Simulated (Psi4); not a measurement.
chromium atom (Cr), septet. Base run: HF/def2-SVP (Psi4 1.11).

The Psi4 input:
```
memory 2 GB

molecule mol {
0 7
  Cr    0.000000    0.000000    0.000000
}

set basis def2-svp
set reference uhf

energy('scf')
print_variables()
```

The base run was repeated with changes; each row names its change, and settings that it needs were set with it.

| change | basis functions | E (Eh) |
|---|---|---|
| base | 31 | -1043.19705 |
| basis = cc-pVTZ-DK; relativity = none (with scf_type pk) | 68 | -1040.61384 |
| basis = cc-pVTZ-DK; relativity = spin-free X2C (with scf_type pk) | 68 | -1049.65720 |
| basis = cc-pVDZ-DK; relativity = none (with scf_type pk) | 43 | -1040.60933 |
| basis = cc-pVDZ-DK; relativity = spin-free X2C (with scf_type pk) | 43 | -1049.65646 |

Absolute energies of different levels of theory aren't comparable as measures of quality.

Open shells are given as the SCF converged; they aren't shown to be the lowest states, and a large step between rows can be another state.

Basis sets contracted for a relativistic Hamiltonian are a mismatch without it, so the rows without relativity aren't non-relativistic limits. No row has spin-orbit coupling; sets with core potentials leave out the core electrons.
